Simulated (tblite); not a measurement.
Species: C₇H₈F₄O.
Atom-mapped SMILES: `[CH3:1][CH:2]([CH3:3])/[CH:4]=[C:5](/[C:6](=[O:7])[F:8])[C:9]([F:10])([F:11])[F:12]` (hydrogens: H13, H14, H15 on C1; H16 on C2; H17, H18, H19 on C3; H20 on C4)

The geometry is computed with GFN2-xTB (gas phase).

**Question.** List the bond lengths, angles and torsions at this level.

**Answer.** 
```
                   bond  length (pm)
           C1–C2, C2–C3        153.4
                  C2–C4        148.6
                  C4=C5        134.1
                  C5–C6        147.4
                  C6=O7        117.9
                  C6–F8        136.6
                  C5–C9        151.2
 C9–F10, C9–F11, C9–F12        134.0
C1–H13 and 5 like bonds        108.7
                 C2–H16        108.9
                 C4–H20        108.5
```

Bonds in one row agree within 1 pm and their mean is given. A selection of angles:
```
     angle  degrees
  C1–C2–C3    110.2
  C1–C2–C4    108.4
  C2–C4–C5    131.2
  C4–C5–C6    121.5
  C4–C5–C9    127.7
  C6–C5–C9    110.8
  C5–C6–O7    129.3
  C5–C6–F8    111.5
  O7–C6–F8    119.3
 C5–C9–F10    111.4
 C5–C9–F11    114.8
F10–C9–F11    105.9
F10–C9–F12    107.2
```

Torsions: C1–C2–C4–C5 -125° (anticlinal); C2–C4–C5–C6 180° (antiperiplanar); C4–C5–C6–O7 -178° (antiperiplanar); C4–C5–C9–F10 119° (anticlinal). The mirror-image conformer, all signs reversed, is as good.

The C–F distances run from 1.339 Å (C9–F11, drawn single) to 1.366 Å (C6–F8, drawn single), a spread of 0.027 Å. Of the pairs four or more bonds apart, F11···H16 is among the closest relative to their van der Waals radii: 2.16 Å, 81 % of the sum of Bondi's values. The C–C distances run from 1.341 Å (C4=C5, drawn double) to 1.534 Å (C2–C3, drawn single), a spread of 0.193 Å.

Point group: near Cs, missed by 0.22 Å at most; the miss may be what the optimiser left on a soft mode. GFN2-xTB frequencies show an imaginary mode (28i cm⁻¹), so the point is no minimum at that level. 3 starts were optimised and ended at 0.00, 0.07 and 4.10 kcal/mol (GFN2-xTB); the lowest of these is shown.
